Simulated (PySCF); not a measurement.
An unknown is described by computed data only.

Formula: C6H14P; charge +1.

- Polarisability: 90.2 au [PBE0/def2-SVPD]
- Valence photoelectron: vertical ionisation energy: 14.53 eV [ΔSCF PBE0/def2-SVPD]
- NMR, other nuclei: isotropic shieldings of nuclei other than C and H, by class: 466 (1 P) ppm [GIAO PBE0/pcSseg-1]
- Triplet: lowest triplet excitation (Tamm–Dancoff): 5.60 eV [TDA PBE0/def2-SVPD]
- 13C NMR: chemical shifts (computed TMS as zero) by class: 37.6 (1 C), 29.6 (1 C), 21.2 (1 C), 15.3 (1 C), 11.4 (1 C), 1.1 (1 C) ppm [GIAO PBE0/pcSseg-1]
- XPS: P2p3/2 142.6, C1s 294.3, C1s 295.0, C1s 295.0, C1s 295.8, C1s 295.9, C1s 296.0, P1s 2156.2 eV [ΔSCF SCAN, pcX-2 on the ionised atom, pcseg-1 elsewhere, spin-free X2C, 2p3/2 from a spin–orbit splitting computed afterwards within the 2p shell]
- Rotational structure: rotational constants A, B, C: 2.405, 1.692, 1.114 GHz [PBE0-D3(BJ)/def2-SVP]
- UV, first state: lowest singlet excitation: 7.15 eV (173 nm, f = 0.152) [TDDFT PBE0/def2-SVPD]

The electronic properties come from PySCF, for the isolated species, density fitting. Levels stand in brackets. Isolated species at its PBE0-D3(BJ)/def2-SVP geometry (one conformer only). NMR classes are plain means over equivalent atoms (diastereotopic ones count apart unless rotation or inversion swaps them), as if these changed places fast.

Problem. Propose a structure and show how it fits.

Solution. Numbering: `[CH3:1][CH2:2][C@@H:3]1[C@H:4]([CH3:5])[P@H+:6]1[CH3:7]`. 6 carbons fall into 6 classes; from least to most shielded: ring sp3 carbon bound to phosphorus [C3] (37.6 ppm), ring sp3 carbon bound to phosphorus [C4] (29.6 ppm), chain CH2 carbon [C2] (21.2 ppm), methyl carbon [C1] (15.3 ppm), methyl carbon [C5] (11.4 ppm), chain sp3 carbon bound to phosphorus [C7] (1.1 ppm). The other shieldings belong to: 466 ppm, phosphonium phosphorus [P6]. The core levels belong to: P2p3/2 142.6 eV, phosphonium phosphorus [P6]; C1s 294.3 eV, methyl carbon [C1]; C1s 295.0 eV, chain CH2 carbon [C2]; C1s 295.0 eV, methyl carbon [C5]; C1s 295.8 eV, sp3 carbon bound to phosphorus [C3]; C1s 295.9 eV, sp3 carbon bound to phosphorus [C4]; C1s 296.0 eV, sp3 carbon bound to phosphorus [C7]; P1s 2156.2 eV, phosphonium phosphorus [P6]. S1 is mainly HOMO→LUMO (weight 0.86); the largest Löwdin shares of the orbital it empties are 0.28 on the phosphonium phosphorus, 0.13 on an sp3 carbon bound to phosphorus, 0.12 on an sp3 carbon bound to phosphorus and 0.10 on the chain CH2 carbon, of the orbital it fills 0.37 on the phosphonium phosphorus, 0.15 on each of 2 atoms of one kind (sp3 carbon bound to phosphorus) and 0.10 on the P–H hydrogen. The optimised geometry has point group C1 and is an asymmetric top. Structure: `CC[C@@H]1[C@H](C)[P@H+]1C`. The assignments are read from this structure; whether some other isomer fits the data as well wasn't checked. The mirror image fits equally.

Conformer computed: `[CH3:1][CH2:2][C@@H:3]1[C@H:4]([CH3:5])[P@H+:6]1[CH3:7]`: C1–C2–C3–C4 161°.
